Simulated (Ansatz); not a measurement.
A search over several starts for the lowest SCF solution of [Pr(H2O)6]3+ (PrO₆H₁₂³⁺) at the given spin, in a small basis.

```yaml
crystal:
  periodic: [false, false, false]
  atoms:
    - {symbol: Pr, position_ang: [0.002644, 0.000890, -0.001707]}
    - {symbol: O, position_ang: [0.186212, 0.195936, 2.416482]}
    - {symbol: H, position_ang: [0.158618, 1.006865, 2.959122]}
    - {symbol: H, position_ang: [0.284908, -0.520316, 3.072324]}
    - {symbol: O, position_ang: [-0.182442, -0.194235, -2.419791]}
    - {symbol: H, position_ang: [-0.283005, 0.521542, -3.075824]}
    - {symbol: H, position_ang: [-0.170577, -1.006509, -2.961032]}
    - {symbol: O, position_ang: [2.416995, 0.176076, -0.186151]}
    - {symbol: H, position_ang: [3.067669, 0.287888, 0.533075]}
    - {symbol: H, position_ang: [2.962746, 0.150935, -0.995334]}
    - {symbol: O, position_ang: [-2.412448, -0.173811, 0.180304]}
    - {symbol: H, position_ang: [-2.957810, -0.165725, 0.990014]}
    - {symbol: H, position_ang: [-3.062058, -0.285532, -0.539865]}
    - {symbol: O, position_ang: [-0.189403, 2.410779, -0.185068]}
    - {symbol: H, position_ang: [-1.001123, 2.952593, -0.166014]}
    - {symbol: H, position_ang: [0.528045, 3.065255, -0.284382]}
    - {symbol: O, position_ang: [0.187505, -2.408556, 0.195573]}
    - {symbol: H, position_ang: [-0.532777, -3.059526, 0.297258]}
    - {symbol: H, position_ang: [0.996309, -2.954557, 0.171004]}
basis:
  gaussian: {orbitals: def2-SVP, initial_orbitals: start.molden}
total_charge: 3
magnetization: {spin_polarized: true, initial_magnetization: 2}
hamiltonian: {xc: pbe0, dispersion: d4}
output: {orbitals: {seedname: orbitals}}
```

The file start.molden holds the orbitals of an earlier run on this structure, at another level or in another basis.

```sh
$ ansatz run in.yaml --threads 4 --pin off --events-out ev --progress --plain --max-ram 6963MiB
```

It prints (some lines left out):

```
Functional definition: PBE0
2360 factors; their error is unknown
mean field evaluation 1: about -26499.1995 eV, gradient 2.2e-1 eV
mean field evaluation 2: about -26499.3351 eV, gradient 3.6e-4 eV
mean field evaluation 4: about -26499.3351 eV, gradient 1.9e-5 eV
mean field evaluation 8: about -26499.3351 eV, gradient 7.3e-6 eV
mean field evaluation 16: about -26499.1460 eV, gradient 4.7e-1 eV
mean field evaluation 32: about -26499.3224 eV, gradient 1.2e-1 eV
mean field -26499.33505235 eV, -973.8326012796 hartree, gradient 7.3e-6 eV, S^2 2.001446; 7 other end points of the search recorded, 0 dependent functions left out
reference -26499.33513132 eV, -973.8326041816 hartree; 45, 43 occupied and 177, 179 virtual orbitals, 2360 factors
Total energy: -26499.56490775 eV, -973.8410483097 hartree
```

Run time 2.8 min (4 threads of Intel Xeon on a shared host), peak host memory 1.9 GiB.

In the def2 sets Pr takes a core potential; there is no spin–orbit coupling. With an open 4f shell the SCF may have ended on a state above the lowest.
